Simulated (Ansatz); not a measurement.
Relaxation of GaH$_{8}$NO$_{2}$Si (13 atoms, charge 0, multiplicity 1), to a largest force component of 0.03 eV/Å in at most 50 steps.

These are results of RKS LDA/def2-SVP in Ansatz, not measurements.

```xyz
13
Properties=species:S:1:pos:R:3:forces:R:3
Ga 0.001 -0.490 -0.130 0.08 0.04 0.25
O 0.227 -0.846 1.604 -0.06 -0.24 -0.15
H -0.473 -0.449 2.156 0.03 -0.02 -0.01
O 1.317 -0.987 -1.191 0.05 -0.07 -0.01
H 2.012 -1.458 -0.693 -0.02 0.04 -0.03
N -1.333 0.521 -0.781 0.03 0.03 -0.03
H -2.217 0.587 -0.274 -0.11 0.04 0.05
H -1.469 0.610 -1.792 0.03 -0.01 0.00
Si -0.184 2.765 1.211 -0.16 0.52 -0.22
H 0.344 3.695 2.274 0.01 0.02 0.02
H 0.449 3.128 -0.102 0.00 0.00 -0.01
H -1.677 2.936 1.142 -0.02 -0.01 -0.01
H 0.159 1.373 1.587 0.15 -0.32 0.16
```

Q: Where does it end, and by what steps?

A: The forces met the threshold. The force dipped under the threshold on the way, but the program's further checks kept it going. After 19 steps the energy has fallen by 0.101 eV; H3 moved furthest, 0.96 Å.

```csv
step,energy less start (eV),largest force component (eV/Å),accepted
0,0.0000,0.519,yes
1,-0.0443,0.396,yes
2,-0.0593,0.418,yes
3,-0.0642,0.272,yes
4,-0.0723,0.149,yes
5,-0.0738,0.169,yes
6,-0.0803,0.110,yes
7,-0.0807,0.108,yes
8,-0.0862,0.036,yes
9,-0.0900,0.277,yes
10,-0.0940,0.130,yes
11,-0.0967,0.062,yes
12,-0.0973,0.064,yes
13,-0.0989,0.027,yes
14,-0.0995,0.069,yes
15,-0.1000,0.105,yes
16,-0.1003,0.100,yes
17,-0.1006,0.075,yes
18,-0.1007,0.039,yes
19,-0.1008,0.011,yes
```

```xyz
13
Properties=species:S:1:pos:R:3
Ga -0.045 -0.305 0.143
O -0.025 -1.349 1.578
H -0.852 -1.330 2.093
O 1.429 -0.268 -0.834
H 2.142 -0.798 -0.431
N -1.449 0.636 -0.527
H -2.406 0.421 -0.231
H -1.416 0.833 -1.534
Si -0.079 2.702 0.908
H 0.746 3.692 1.704
H 0.335 2.810 -0.527
H -1.528 2.990 1.163
H 0.303 1.351 1.503
```

Whether the end is a true minimum wasn't checked by a vibrational analysis.

Run time: 13 s on 4 threads of Intel(R) Xeon(R) 6975P-C (Granite Rapids) (shared host), peak memory 0.21 GiB.
